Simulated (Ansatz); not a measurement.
Geometry optimisation, UKS B3LYP-D4/cc-pVDZ in Ansatz.

The input (input.yaml):

```yaml
crystal:
  periodic: [false, false, false]
  atoms:
    - { symbol: Al, position_ang: [-0.004148, 0.407313, -0.522767] }
    - { symbol: H, position_ang: [0.081343, 0.269375, 2.233276] }
    - { symbol: O, position_ang: [1.615149, -0.068048, -0.941842] }
    - { symbol: H, position_ang: [1.765139, -0.940285, -1.33582] }
    - { symbol: O, position_ang: [-1.281941, -0.74411, -0.788483] }
    - { symbol: H, position_ang: [-2.20486, -0.522544, -0.610701] }
    - { symbol: C, position_ang: [-0.020242, 0.012156, 3.305159] }
    - { symbol: H, position_ang: [-0.664369, -0.874143, 3.404428] }
    - { symbol: H, position_ang: [0.974999, -0.2018, 3.718211] }
    - { symbol: H, position_ang: [-0.47077, 0.863385, 3.833639] }
magnetization:
  spin_polarized: true
  initial_magnetization: 1
basis:
  gaussian: { orbitals: cc-pVDZ }
hamiltonian:
  xc: b3lyp
  dispersion: d4
relax:
  f_tol: 0.03
  max_steps: 50
```

Launched with:

```bash
$ ansatz run input.yaml --threads 4 --pin off --max-ram 5120MiB --backend cpu --events-out ev --progress --plain --runs-dir out
```

Task: Where does it end, and by what steps?

Result: It converged. The force dipped under the threshold on the way, but the program's further checks kept it going. After 21 steps the energy has fallen by 0.086 eV; H8 moved furthest, 1.13 Å.

```
step  energy less start (eV)  largest force component (eV/Å)  accepted
   0                  0.0000                           0.163       yes
   1                 -0.0024                           0.271       yes
   2                 -0.0091                           0.196       yes
   3                 -0.0143                           0.126       yes
   4                 -0.0156                           0.200       yes
   5                 -0.0175                           0.189       yes
   6                 -0.0240                           0.264       yes
   7                 -0.0331                           0.326       yes
   8                 -0.0495                           0.271       yes
   9                 -0.0599                           0.334       yes
  10                 -0.0673                           0.091       yes
  11                 -0.0680                           0.049       yes
  12                 -0.0698                           0.018       yes
  13                 -0.0707                           0.114       yes
  14                 -0.0720                           0.100       yes
  15                 -0.0697                           0.370        no
  16                 -0.0742                           0.060       yes
  17                 -0.0780                           0.088       yes
  18                 -0.0800                           0.240       yes
  19                 -0.0843                           0.112       yes
  20                 -0.0860                           0.011       yes
  21                 -0.0862                           0.012       yes
```

```xyz
10
Properties=species:S:1:pos:R:3
Al -0.322 0.445 -0.665
H 0.962 0.216 2.187
O 1.396 0.215 -0.531
H 1.746 -0.649 -0.266
O -1.369 -0.894 -0.266
H -2.330 -0.805 -0.327
C 0.133 -0.022 2.870
H -0.647 -0.569 2.319
H 0.506 -0.645 3.696
H -0.285 0.911 3.278
```

Whether the end is a true minimum wasn't checked by a vibrational analysis.

The run took 33 s on 4 threads of Arm Neoverse V2, with other jobs on the host, peak memory 0.23 GiB.
